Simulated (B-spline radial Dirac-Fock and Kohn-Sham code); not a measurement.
# Core-level shifts of gadolinium with charge state

Model: Dirac-Fock ΔSCF + Breit + QED. Program: a radial finite-basis atomic code. Each ion is free and in its tabulated ground configuration. Correlation and solid-state effects are left out.

Reference: Gd⁵⁶⁺, [He] 2s2 2p4, with 1s 55347.5 eV. Shifts from it, in eV (a dash: the subshell is empty, belongs to an open shell averaged over j, or its hole state is left out as unreliable):

```csv
ion,configuration,1s
Gd⁵⁷⁺,[He] 2s2 2p3,+410.4
Gd⁵⁸⁺,[He] 2s2 2p2,+825.7
Gd⁵⁹⁺,[He] 2s2 2p1,+1245.9
Gd⁶⁰⁺,[He] 2s2,+1671.0
Gd⁶¹⁺,[He] 2s1,–
Gd⁶²⁺,1s2,+2433.0
Gd⁶³⁺,1s1,+3718.0
```

Values without a named source are computed, but for edge energies of neutral atoms, which are taken from tables.
